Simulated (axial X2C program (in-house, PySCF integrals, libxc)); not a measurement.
## What spin–orbit coupling does to TiS⁺

All values were computed with an in-house relativistic program for diatomic molecules. Spin-free means the one-electron spin-free X2C Hamiltonian; two-component (2c) means X2C with spin–orbit coupling and atomic mean-field two-electron Coulomb and Gaunt terms, so the difference of the two also holds small scalar two-electron terms. Basis: Ti dyall-cv3z [10s10p6d4f2g], S dyall-av3z [9s8p3d2f] (cores contracted in-house); Gaussian nuclei, density fitting, unrestricted open shells. Masses: Ti 47.948 u, S 31.972 u.

Spin-free state: M_S = 1/2, Λ = 2 (beyond evenly filled blocks: δ+α); fragments Ti+ + S.

```json
{"level": "PBE0", "Re (Å)": "2.023", "ωe (cm⁻¹)": "623.1", "De (eV)": "4.182", "μ (D)": "-6.90"}
{"level": "LDA", "Re (Å)": "2.018", "ωe (cm⁻¹)": "626.7", "De (eV)": "5.998", "μ (D)": "-6.12"}
```

Dipoles are positive if S is the positive end and refer to the centre of mass.

(1) Within this multiplet, which Ω should lie lowest by the rule for regular and inverted multiplets?

Two-component determinant lowest at the distance of the search:

Ω = 3/2 (⟨Sz⟩ = -0.50, ⟨Lz⟩ = 2.00 at PBE0); fragments Ti+ + S.

```tsv
level	Re (Å)	ωe (cm⁻¹)	μ (D)
PBE0	2.023	623.2	-6.89
LDA	2.019	626.4	-6.12
```

(2) From the two tables, how do the constants change at the PBE0 level (2c against spin-free)?

The state is one determinant whose occupation by symmetry is held fixed; it was picked as the lowest of a PBE0 search that is not exhaustive. Dissociation energies refer to the lowest single-determinant-based atoms at the same level and basis. De is not given where an atomic determinant may have missed its ground term or J level, or where the truncated virtual space spoils (T). Density functionals use the spin component along the axis (collinear). Without a current term, density functionals place determinants with orbital angular momentum somewhat too high. At some level and bond length an empty orbital lies below a filled one. The determinant is spin-polarised beyond a pure state at some levels (its spin-free form has ⟨S²⟩ too high), which makes Re and μ there less reliable.

Answers

(1) The open δ shell holds one electron, so the multiplet is regular: Ω = Λ − 1/2 = 3/2. The PBE0 2c search agrees, though Ω = 5/2 of the search lies only 0.03 eV higher.

(2) At the PBE0 level Re is unchanged within 0.001 Å and ωe doesn't move by more than 0.2 cm⁻¹.
